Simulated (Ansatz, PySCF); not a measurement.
Lewis adduct: GaH2I (SMILES [GaH2][I]) (first 4 atoms) with H2O (SMILES O); geometry from B3LYP-D3(BJ)/def2-TZVP, rigid monomers moved along the line of their centres of mass till Ga1···O5 is 2.01 Å.
(charge 0, multiplicity 1):
```xyz
7

Ga    -0.0273    -1.2065     1.5089
I     -0.1618     1.0681     0.2849
H      1.3965    -1.8371     1.4839
H     -1.4106    -1.9196     1.6619
O     -0.0056    -0.1817     3.2361
H      0.1589     0.7471     3.0042
H     -0.8770    -0.2076     3.6536
```

Interaction energies are E(AB) − E(A) − E(B) at the monomers' geometry in the complex; basis-set methods are counterpoise corrected.

Frozen-core correlation. Filled d and f shells under p-block atoms count as core.

Run with Ansatz (Gaussian orbitals); PySCF for the dispersion terms. Each number belongs to the level named beside it. In def2 rows elements past Kr take small-core potentials, without spin–orbit coupling.

```
level                      interaction energy (meV)
-------------------------  ------------------------
HF/def2-SVPD                                 -523.0
PBE/def2-TZVPPD                              -598.7
r2SCAN/def2-TZVPPD                           -799.9
r2SCAN-D3(BJ)/def2-TZVPPD                    -818.9
B3LYP/def2-TZVPPD                                 …
PBE0-D4/def2-TZVPPD                          -768.0
wB97M-V/def2-TZVPPD                          -779.1
SCS-MP2/def2-TZVPPD                               …
CCSD(T)/def2-SVPD                            -517.4
```

### Question
Fill in the missing entries.

### Answer

- B3LYP/def2-TZVPPD, interaction energy (meV): -539.9
- SCS-MP2/def2-TZVPPD, interaction energy (meV): -618.0

Ansatz is a program for electronic structure.
